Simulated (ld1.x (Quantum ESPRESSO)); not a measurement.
# Before and after: TM potential for Au (Z = 79)

| Item | Value |
| --- | --- |
| Element | gold (Au) |
| Generator | ld1.x (Quantum ESPRESSO) 7.5 |
| Type | norm-conserving Troullier–Martins (Kleinman–Bylander form) |
| Functional | PBE |
| Relativity | scalar-relativistic |
| Frozen core | [Kr] 4d10 4f14 |
| Valence charge | 19 |
| Reference configuration | 5s2 5p6 5d10 6s1 6p0 |
| Partial waves | 5s (bound): rc 1.40 bohr; 5p (bound): rc 1.55 bohr; 5d (bound): rc 1.85 bohr |
| Local potential | all-electron potential smoothed inside 1.50 bohr (lloc = -1) |
| Core correction | none |

Occupied shells without a wave of their own: 6s. They enter only through the test configuration that unscreens the potential.

Change: wave 5d (bound): rc 1.85 bohr becomes 5d (bound): rc 2.56 bohr.

Cutoffs: the cutoffs (Ry, on a coarse ladder) from which the occupation-weighted sum of valence levels, in a spherical-Bessel basis at the reference potential, stays within 10 and 1 mRy of its value at 400 Ry; they do not see the model core or the augmentation charge, which bear on the density cutoff. Errors are all-electron minus pseudo energies relative to the spin-unpolarised reference configuration.

Problem. What does the change do?

Solution. The potential gets neither clearly harder nor softer (90 Ry and 140 Ry → 90 Ry and 140 Ry); the s channel sets the loose cutoff, while the largest relative change is in d, which becomes softer; of the 7 tests that both files solve, the error grows in 2 and shrinks in 0 by more than 15 % and 0.3 meV (median size 140.9 → 153.7 meV); neither file shows a bound ghost.

```csv
quantity,base,changed
"cutoff, loose",90 Ry,90 Ry
"cutoff, tight",140 Ry,140 Ry
loose cutoff by channel (10 mRy a level),"s 70 Ry, p 45 Ry, d 35 Ry","s 70 Ry, p 45 Ry, d 30 Ry"
bound ghosts,none,none
"largest miss of a reference level, eV",0.13,0.13
"error for 5s2 5p6 5d10 6s0 6p0, meV [ΔE 9.41 eV]",+153,+154
"error for 5s2 5p6 5d9 6s0 6p0, meV [ΔE 30.62 eV]",+207,+196
"error for 5s2 5p6 5d8 6s0 6p0, meV [ΔE 64.49 eV]",+266,+253
"error for 5s2 5p6 5d9 6s2 6p0, meV [ΔE 1.69 eV]",-141,-131
"error for 5s2 5p6 5d9 6s1 6p1, meV [ΔE 7.50 eV]",+3.4,+8.1
"error for 5s2 5p6 5d10 6s0.5 6p0, meV [ΔE 3.77 eV]",+69,+70
"error for 5s2 5p5 5d10 6s1 6p0, meV [ΔE 66.11 eV]",-109,-225
```

Base: The 6s level has no wave, so the channel is fitted at the deeper level alone: the likely source of the large errors. Changed file: The 6s level has no wave, so the channel is fitted at the deeper level alone: the likely source of the large errors.
